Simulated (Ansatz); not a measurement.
Pd2O2. Total charge 0; singlet. Geometry r2SCAN-D4/def2-TZVP.

Cartesian coordinates in Å:
```
Pd 1.007 -0.178 0.564
Pd -1.007 0.178 -0.564
O -0.169 1.369 0.733
O 0.169 -1.369 -0.733
```

In the def2 sets Pd takes a core potential; there is no spin–orbit coupling. The restricted singlet is unstable towards broken spin symmetry at other levels; at PBE-D4/def2-SVP, r2SCAN-D4/def2-TZVPD, PBE0-D4/def2-SVP, r2SCAN0-D4/def2-TZVP this wasn't settled. At PBE-D4/def2-SVP an occupied level of the charge 0 singlet lies above an empty one (by up to 0.25 eV), so this SCF solution is probably not the lowest. At PBE0-D4/def2-TZVP the restricted singlet is unstable: a solution with broken spin symmetry lies lower. The geometry of the singlet was relaxed on an unsound state (an occupied level 0.01 eV above an empty one). At PBE0-D4/def2-TZVP a triplet of charge 0 lies 0.34 eV below the restricted singlet, each at its own geometry. Another isomer (singlet) lies 0.05 eV lower at PBE0-D4/def2-TZVP.

Estimate the orbital energies around the gap (eV) in Ansatz with PBE-D4/def2-SVP, r2SCAN-D4/def2-TZVPD, PBE0-D4/def2-SVP, PBE0-D4/def2-TZVP, r2SCAN0-D4/def2-TZVP.


```json
{"orbital": "HOMO−5", "PBE-D4/def2-SVP": "-6.55", "r2SCAN-D4/def2-TZVPD": "-6.62", "PBE0-D4/def2-SVP": "-8.04", "PBE0-D4/def2-TZVP": "-8.06", "r2SCAN0-D4/def2-TZVP": "-8.23"}
{"orbital": "HOMO−4", "PBE-D4/def2-SVP": "-6.42", "r2SCAN-D4/def2-TZVPD": "-6.58", "PBE0-D4/def2-SVP": "-7.93", "PBE0-D4/def2-TZVP": "-7.94", "r2SCAN0-D4/def2-TZVP": "-8.11"}
{"orbital": "HOMO−3", "PBE-D4/def2-SVP": "-6.35", "r2SCAN-D4/def2-TZVPD": "-6.49", "PBE0-D4/def2-SVP": "-7.75", "PBE0-D4/def2-TZVP": "-7.78", "r2SCAN0-D4/def2-TZVP": "-7.90"}
{"orbital": "HOMO−2", "PBE-D4/def2-SVP": "-6.11", "r2SCAN-D4/def2-TZVPD": "-6.19", "PBE0-D4/def2-SVP": "-7.53", "PBE0-D4/def2-TZVP": "-7.60", "r2SCAN0-D4/def2-TZVP": "-7.81"}
{"orbital": "HOMO−1", "PBE-D4/def2-SVP": "-5.93", "r2SCAN-D4/def2-TZVPD": "-6.01", "PBE0-D4/def2-SVP": "-6.90", "PBE0-D4/def2-TZVP": "-6.92", "r2SCAN0-D4/def2-TZVP": "-7.00"}
{"orbital": "HOMO", "PBE-D4/def2-SVP": "-4.91", "r2SCAN-D4/def2-TZVPD": "-5.07", "PBE0-D4/def2-SVP": "-6.42", "PBE0-D4/def2-TZVP": "-6.49", "r2SCAN0-D4/def2-TZVP": "-6.69"}
{"orbital": "LUMO", "PBE-D4/def2-SVP": "-5.16", "r2SCAN-D4/def2-TZVPD": "-5.07", "PBE0-D4/def2-SVP": "-4.28", "PBE0-D4/def2-TZVP": "-4.30", "r2SCAN0-D4/def2-TZVP": "-4.30"}
{"orbital": "LUMO+1", "PBE-D4/def2-SVP": "-4.22", "r2SCAN-D4/def2-TZVPD": "-4.12", "PBE0-D4/def2-SVP": "-3.35", "PBE0-D4/def2-TZVP": "-3.39", "r2SCAN0-D4/def2-TZVP": "-3.39"}
{"orbital": "LUMO+2", "PBE-D4/def2-SVP": "-3.01", "r2SCAN-D4/def2-TZVPD": "-2.69", "PBE0-D4/def2-SVP": "-2.05", "PBE0-D4/def2-TZVP": "-2.09", "r2SCAN0-D4/def2-TZVP": "-1.89"}
{"orbital": "LUMO+3", "PBE-D4/def2-SVP": "-1.94", "r2SCAN-D4/def2-TZVPD": "-1.60", "PBE0-D4/def2-SVP": "-0.98", "PBE0-D4/def2-TZVP": "-0.99", "r2SCAN0-D4/def2-TZVP": "-0.80"}
{"orbital": "LUMO+4", "PBE-D4/def2-SVP": "-0.33", "r2SCAN-D4/def2-TZVPD": "0.02", "PBE0-D4/def2-SVP": "0.36", "PBE0-D4/def2-TZVP": "0.36", "r2SCAN0-D4/def2-TZVP": "0.58"}
{"orbital": "LUMO+5", "PBE-D4/def2-SVP": "0.56", "r2SCAN-D4/def2-TZVPD": "0.90", "PBE0-D4/def2-SVP": "1.16", "PBE0-D4/def2-TZVP": "1.22", "r2SCAN0-D4/def2-TZVP": "1.48"}
```
